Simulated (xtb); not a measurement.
ClLi, charge +1, doublet, from a rough starting geometry (GFN-xTB shapes and energies of metal compounds can be far from the true ones) (a state made from the parent by changing its charge; the spin is typed, not shown lowest); GFN2-xTB in xtb 6.7.1.

The xtb input:
```
$ xtb mol.xyz --gfn 2 --chrg 1 --uhf 1 --opt vtight --json

# file mol.xyz
2

Li    -0.61842679    -0.56680352    -0.59854936
Cl     0.55967766     0.52394238     0.57216889
```

Question: Write the output that xtb gives for this input, abridged.

Answer: 
```
   ID    Z sym.   atoms
    1    3 Li     1
    2   17 Cl     2

           -------------------------------------------------
          |                Calculation Setup                |
           -------------------------------------------------

           -------------------------------------------------
          |                 G F N 2 - x T B                 |
           -------------------------------------------------

          ...................................................
          :                      SETUP                      :
          :.................................................:
          :  # basis functions                  14          :
          :  # atomic orbitals                  13          :
          :  # shells                            5          :
          :  # electrons                         7          :
          :  max. iterations                   250          :
          :  Hamiltonian                  GFN2-xTB          :
          :  restarted?                      false          :
          :  GBSA solvation                  false          :
          :  PC potential                    false          :
          :  electronic temp.          300.0000000     K    :
          :  accuracy                    1.0000000          :
          :  -> integral cutoff          0.2500000E+02      :
          :  -> integral neglect         0.1000000E-07      :
          :  -> SCF convergence          0.1000000E-05 Eh   :
          :  -> wf. convergence          0.1000000E-03 e    :
          :  Broyden damping             0.4000000          :
          :  net charge                          1          :
          :  unpaired electrons                  1          :
          ...................................................

 iter      E             dE          RMSdq      gap      omega  full diag
   1     -4.3476370 -0.434764E+01  0.548E+00    4.54       0.0  T
   2     -4.3506023 -0.296526E-02  0.297E+00    5.47       1.0  T
   3     -4.3509790 -0.376723E-03  0.107E+00    6.18       1.0  T
   4     -4.3510337 -0.547215E-04  0.491E-01    6.10       1.0  T
   5     -4.3510588 -0.250830E-04  0.133E-01    6.04       1.0  T
   6     -4.3510650 -0.613587E-05  0.169E-01    5.99       1.0  T
   7     -4.3510678 -0.281754E-05  0.189E-02    6.03       3.7  T
   8     -4.3510678 -0.128729E-07  0.297E-03    6.02      23.8  T
   9     -4.3510678 -0.759540E-09  0.161E-03    6.02      44.0  T
[...]
         :: total energy              -4.340123035873 Eh    ::
 * total energy  :    -4.3401230 Eh     change       -0.8437695E-13 Eh
 * total energy  :    -4.3426177 Eh     change       -0.2494687E-02 Eh
 * total energy  :    -4.3450780 Eh     change       -0.2460245E-02 Eh
 * total energy  :    -4.3456093 Eh     change       -0.5313419E-03 Eh
 * total energy  :    -4.3457159 Eh     change       -0.1066268E-03 Eh
 * total energy  :    -4.3457223 Eh     change       -0.6357208E-05 Eh
 * total energy  :    -4.3457230 Eh     change       -0.6795580E-06 Eh
 * total energy  :    -4.3457230 Eh     change       -0.7055778E-09 Eh
   *** GEOMETRY OPTIMIZATION CONVERGED AFTER 8 ITERATIONS ***
         :: total energy              -4.345722973961 Eh    ::
[...]
         7                         -0.3086395              -8.3985
         8                         -0.2266344              -6.1670
         9                         -0.2266344              -6.1670
        10                         -0.2265414              -6.1645
        11                         -0.2259427              -6.1482
        12                         -0.2259427              -6.1482
        13                         -0.0530399              -1.4433
      -------------------------------------------------------------
                  HL-Gap            0.1926031 Eh            5.2410 eV
             Fermi-level           -0.6339153 Eh          -17.2497 eV

     #   Z          covCN         q      C6AA      α(0)
     1   3 Li       0.686     0.818    45.667    22.769
     2  17 Cl       0.686     0.182    93.492    14.788

 Mol. C6AA /au·bohr⁶  :        230.652929
 Mol. C8AA /au·bohr⁸  :      12491.614983
 Mol. α(0) /au        :         37.556718

Wiberg/Mayer (AO) data.
largest (>0.10) Wiberg bond orders for each atom

 ---------------------------------------------------------------------------
     #   Z sym  total        # sym  WBO       # sym  WBO       # sym  WBO
 ---------------------------------------------------------------------------
     1   3 Li   0.330 --     2 Cl   0.330
     2  17 Cl   0.330 --     1 Li   0.330
 ---------------------------------------------------------------------------

Topologies differ in total number of bonds
Writing topology from bond orders to xtbtopo.mol

molecular dipole:
                 x           y           z       tot (Debye)
 q only:       -0.873      -0.797      -0.837
   full:       -0.957      -0.875      -0.920       4.041
molecular quadrupole (traceless):
                xx          xy          yy          xz          yz          zz
 q only:        0.170       2.412      -0.230       2.564       2.360       0.060
  q+dip:        0.233       3.472      -0.334       3.700       3.411       0.101
   full:        0.205       2.976      -0.285       3.167       2.917       0.080

optimized geometry written to: xtbopt.xyz

           -------------------------------------------------
          | TOTAL ENERGY               -4.345722973961 Eh   |
          | GRADIENT NORM               0.000000013719 Eh/α |
          | HOMO-LUMO GAP               5.240996550178 eV   |
           -------------------------------------------------

normal termination of xtb
```
